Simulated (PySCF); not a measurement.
# Computed properties of NbOCl3, SMILES [O]=[Nb]([Cl])([Cl])[Cl], multiplicity 1

NbOCl₃, SMILES [O]=[Nb]([Cl])([Cl])[Cl], multiplicity 1. Coordinates come from a B3LYP-D3(BJ)/def2-SVP optimisation. The multiplicity is an assumed one; no other spin state was optimised. The isomer is the one that the SMILES or the coordinates give; other isomers of the formula were not compared. The def2 effective core potentials stand for the cores of Nb; spin–orbit coupling is left out. One conformer was computed; it need not be the lowest. All values are computed for the isolated molecule unless a solvent is named; none is compared with measurement here.

**Structure.** The optimised structure has C3v symmetry. All 9 harmonic modes at B3LYP-D3(BJ)/def2-SVP (PySCF) are real, so it is a minimum. With heavy atoms numbered as in [Nb:1](=[O:2])([Cl:3])([Cl:4])[Cl:5], the shortest bond between them is Nb1–O2 at 1.686 Å and the longest Nb1–Cl4 at 2.295 Å.

**Vibrations.** The strongest infrared lines (harmonic, unscaled, degenerate partners summed) lie at 442 cm⁻¹ (198 km/mol, Cl 58 %, Nb 40 %), 1046 cm⁻¹ (151 km/mol, O 85 %, Nb 15 %), 390 cm⁻¹ (12 km/mol, Cl 90 %, Nb 9 %). The softest mode is at 105 cm⁻¹ and the zero-point energy is 4.4 kcal/mol.

**Electronic structure.** CAM-B3LYP/def2-TZVP (PySCF) places the frontier levels at -11.21 and -2.44 eV, a gap of 8.77 eV, and gives a dipole moment of 1.09 D and a mean polarisability of 77.5 bohr³. PBE/def2-TZVP (PySCF) at the same geometry gives -8.39 and -4.15 eV, so its gap is 4.53 eV narrower. An orbital gap is neither the optical nor the fundamental gap.

**Excitations.** TDDFT-PBE0/def2-SVPD (PySCF) has S1 at 4.74 eV (261 nm, f = 0.000, dark); the most intense of the 10 singlets computed lies at 5.21 eV (f = 0.06). Strengths of degenerate partners are summed. T1 (TDA) is at 4.58 eV. TDDFT-PBE/def2-SVPD (PySCF) puts S1 at 4.28 eV. No vertical singlet excitation falls in the visible range (under 3.1 eV).
